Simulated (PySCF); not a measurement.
Compound: cyclo-(Cl2SnNH)4.
Bonds: Sn1–Cl2, Sn1–Cl3, Sn1–N4, Sn1–N16, N4–Sn5, Sn5–Cl6, Sn5–Cl7, Sn5–N8, N8–Sn9, Sn9–Cl10, Sn9–Cl11, Sn9–N12, N12–Sn13, Sn13–Cl14, Sn13–Cl15, Sn13–N16. Hydrogens: H17 on N4; H18 on N8; H19 on N12; H20 on N16.

Computed with PBE0-D3(BJ)/def2-SVP geometry optimisation, gas phase, def2 core potentials past Kr in PySCF 2.14.0.

(1) Give the optimised bond lengths and angles.

Results:

(1) 
```csv
bond,length (Å)
Sn1–Cl2 and 7 like bonds,2.328
"Sn1–N4, Sn9–N12",2.013
Sn1–N16 and 5 like bonds,2.007
N4–H17 and 3 like bonds,1.019
```

Bonds in one row agree within 0.01 Å and their mean is given. A selection of angles:
```csv
angle,degrees
Cl2–Sn1–Cl3,106.8
Cl2–Sn1–N4,114.2
Cl2–Sn1–N16,108.6
Cl3–Sn1–N4,108.0
N4–Sn1–N16,105.2
Sn1–N4–Sn5,119.6
N4–Sn5–Cl6,110.7
N4–Sn5–N8,103.1
Sn5–N8–Sn9,123.3
Cl10–Sn9–Cl11,106.0
N12–Sn13–Cl15,115.3
N12–Sn13–N16,102.3
H17–N4–Sn1,115.4
H17–N4–Sn5,118.4
H18–N8–Sn5,116.4
H18–N8–Sn9,117.7
```

Torsions: Cl2–Sn1–N4–Sn5 37° (synclinal); Cl2–Sn1–N16–Sn13 -150°; Sn1–N4–Sn5–Cl6 147° (anticlinal); N4–Sn5–N8–Sn9 77° (synclinal); Sn5–N8–Sn9–Cl10 -147° (anticlinal); N8–Sn9–N12–Sn13 -82° (synclinal); Sn9–N12–Sn13–Cl14 148° (anticlinal); N12–Sn13–N16–Sn1 81° (synclinal).

N4 (nitrogen bonded to 2 Sn and H) has angles 119.6°, 118.4° and 115.4°, sum 353.4°, 0.23 Å off the plane of its three neighbours. Sn1 (tin bonded to 2 Cl and 2 N) is distorted tetrahedral (angles from 105.2° to 114.2°).

Point group: near C2, missed by 0.10 Å at most; the miss may be what the optimiser left on a soft mode. Whether it is a minimum is left open (no frequencies). The numbers are those of one conformer.
